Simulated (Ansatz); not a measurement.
Geometry optimisation, Ansatz, RKS PBE-D4/def2-SVP.

Input:

```yaml
crystal:
  periodic: [false, false, false]
  atoms:
    - { symbol: F, position_ang: [-0.9147, 1.78441, 0.52813] }
    - { symbol: B, position_ang: [-0.19465, 1.36637, -0.53029] }
    - { symbol: C, position_ang: [0.3216, -0.04939, -0.56206] }
    - { symbol: Si, position_ang: [0.05028, -1.24894, 0.71805] }
    - { symbol: H, position_ang: [-0.02364, 2.17274, -1.36989] }
    - { symbol: H, position_ang: [0.90136, -0.37492, -1.41954] }
    - { symbol: H, position_ang: [-0.69433, -1.02781, 1.9518] }
    - { symbol: H, position_ang: [0.55408, -2.62246, 0.68381] }
basis:
  gaussian: { orbitals: def2-SVP }
hamiltonian:
  xc: pbe
  dispersion: d4
relax:
  f_tol: 0.015
  max_steps: 40
```

Command:

```bash
$ ansatz run input.yaml --threads 1 --pin off --max-ram 2048MiB --backend cpu --events-out ev --progress --plain --runs-dir out
```

Where does it end, and by what steps?

It converged. After 5 steps the energy has fallen by 0.104 eV; H7 moved furthest, 0.09 Å.

```json
{"step": "0", "energy less start (eV)": "0.0000", "largest force component (eV/Å)": "1.213", "accepted": "yes"}
{"step": "1", "energy less start (eV)": "-0.0939", "largest force component (eV/Å)": "0.505", "accepted": "yes"}
{"step": "2", "energy less start (eV)": "-0.1035", "largest force component (eV/Å)": "0.084", "accepted": "yes"}
{"step": "3", "energy less start (eV)": "-0.1037", "largest force component (eV/Å)": "0.073", "accepted": "yes"}
{"step": "4", "energy less start (eV)": "-0.1004", "largest force component (eV/Å)": "0.239", "accepted": "no"}
{"step": "5", "energy less start (eV)": "-0.1042", "largest force component (eV/Å)": "0.007", "accepted": "yes"}
```

```xyz
8
Properties=species:S:1:pos:R:3
F -0.931 1.776 0.565
B -0.210 1.356 -0.495
C 0.329 -0.080 -0.556
Si 0.058 -1.244 0.702
H -0.022 2.180 -1.378
H 0.917 -0.400 -1.433
H -0.721 -0.938 1.940
H 0.579 -2.649 0.656
```

Time of the run: 13 s on 1 thread of Arm Neoverse V2, on a shared host, peak memory 0.14 GiB.
